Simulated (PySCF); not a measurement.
# Two-component Hartree-Fock for Br (bromine, neutral)

Start: [Ar] 3d10 4s2 4p5; 4p1/2 filled at m_j = -1/2, +1/2; 4p3/2 filled at m_j = -1/2, +1/2, +3/2. Calculated with PySCF 2.14 in x2c-SVPall-2c: generalised Hartree-Fock with the X2C-1e Hamiltonian and a Gaussian nucleus; one run each with spin-orbit coupling (SO) switched off, then screened by Boettger's factors.

```
spinor shell  electrons  ε, spin-free (eV)  ε, screened SO (eV)  weight of nominal j (screened SO)  rms radius, screened SO (bohr)
       1s1/2          2           -13552.3             -13552.0                              1.000                          0.0493
       2s1/2          2            -1824.6              -1824.5                              1.000                           0.205
       2p1/2          2            -1604.5              -1637.2                              1.000                           0.180
       2p3/2          4            -1604.5              -1588.7                              1.000                           0.184
       3s1/2          2            -277.12              -277.05                              1.000                           0.588
       3p1/2          2            -205.13              -210.16                              1.000                           0.601
       3p3/2          4            -205.13              -202.62                              1.000                           0.611
       3d3/2          4            -85.653              -86.312                              0.995                           0.650
       3d5/2          6            -85.653              -85.124                              0.997                           0.653
       4s1/2          2            -27.577              -27.551                              1.000                            1.84
       4p1/2          2            -12.277              -12.790                              0.758                            2.23
       4p3/2          3            -12.277              -11.964                              0.839                            2.26
```

| quantity | spin-free | screened SO |
| --- | --- | --- |
| E (hartree) | -2603.92612 | -2604.04896 |
| M_J | 3/2 | 3/2 |
| ⟨J²⟩ | 3.756 | 3.756 |
| ⟨L²⟩ | 2.004 | 2.008 |
| ⟨S²⟩ | 0.752 | 0.755 |

Each row is a mean over spinors that exchange with the open shell spreads, by up to 2.872 eV (4s1/2).

Rows whose weight is well below 1 are mixtures of j = l ± 1/2: exchange outweighs spin-orbit coupling there, and the label is only the starting occupation.

Without spin-orbit coupling the j labels of p, d and f shells carry no meaning; the spin-free column gives the mean over the occupied spinors of each nl shell.
